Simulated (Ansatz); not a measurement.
C2H6OSi can be A, `CC1O[SiH2]1`, or B, `C1OC[SiH2]1`.

Computed with Ansatz on PBE0-D4/def2-TZVP structures; ΔE is electronic, products minus reactants. CCSD(T)/CBS is the MP2 limit (def2-TZVPP, def2-QZVPP) plus CCSD(T) − MP2 in def2-TZVPP, frozen cores. Functionals use def2-TZVPP. B3LYP here is the variant with VWN-RPA as its local correlation; programs differ in this.

Task: Which is lower in electronic energy at CCSD(T)/CBS, and by how much? (Best estimate.)

Result: Ansatz gave: A, by 92.9 kJ/mol.

Task: Give E(B) − E(A) in kJ/mol with B2PLYP, B3LYP-D4, PBE0-D4, B3LYP, CCSD(T)/def2-SVP, LDA (SPW92), HF/def2-TZVPP. (An estimate is asked.)

Result: Ansatz gave: B2PLYP 94.3, B3LYP-D4 89.6, PBE0-D4 84.9, B3LYP 90.5, CCSD(T)/def2-SVP 83.6, LDA (SPW92) 86.2, HF/def2-TZVPP 84.6. None reverses the order clearly.

Task: Does the order hold for the free energy at 298.15 K (harmonic terms from PBE0-D4)? (Estimate.)

Result: The calculation gave: Yes: G(B) − G(A) = +91.0 kJ/mol. Modes under 60 cm⁻¹, often nearly free rotors, make the harmonic entropy too high.

Largest T1 diagnostic: 0.013.

At CCSD(T), def2-SVP lies −9.3 kJ/mol from the extrapolated value and def2-TZVPP −1.6 kJ/mol. From r2SCAN to r2SCAN0 (25 % exact exchange), in def2-TZVPP and without D4, E(B) − E(A) moves by −4.0 kJ/mol.
